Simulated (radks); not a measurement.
Spherical quantum dot in the effective-mass picture: electrons in a hard-walled sphere of radius 11, with a point charge +2 (a donor) at the centre, all in effective atomic units (hartree* = m*/eps^2 hartree, bohr* = eps/m* bohr), one dielectric constant everywhere. Calculated with a radial shooting solver with Libxc functionals: non-relativistic Kohn-Sham, LDA (Slater exchange, Perdew-Wang correlation), spin-polarised, spherical densities. Levels are named by radial order and angular momentum (1s, 1p, 1d, 2s, ...), and open shells are averaged over m. Results are scaled to m* = 0.295 and eps = 4.5, for which hartree* = 396.4 meV and bohr* = 0.8072 nm.

N = 7, configuration 1s2 1p(up 3, down 0) 2s2. This is the lowest configuration that the search found (a dilute case). Occupied and some empty levels:

level    occupation  eigenvalue (meV)  <r> (nm)
1s up             1            58.424    0.7824
1s down           1            58.517    0.7804
2s up             1            216.22     5.866
1p up             3            224.57     6.000
2s down           1            224.73     5.860
1p down           0            233.10     6.001
1d up             0            240.55     6.237
1d down           0            249.10     6.251
1f up             0            262.03     6.426
1f down           0            270.48     6.444
1g up             0            288.53     6.586
1g down           0            296.83     6.605
2p up             0            300.84     4.531
2p down           0            306.85     4.481

Energy (meV): total -557.453, kinetic 1267.7, external -3196.0, Hartree 1975.3, exchange-correlation -604.42.
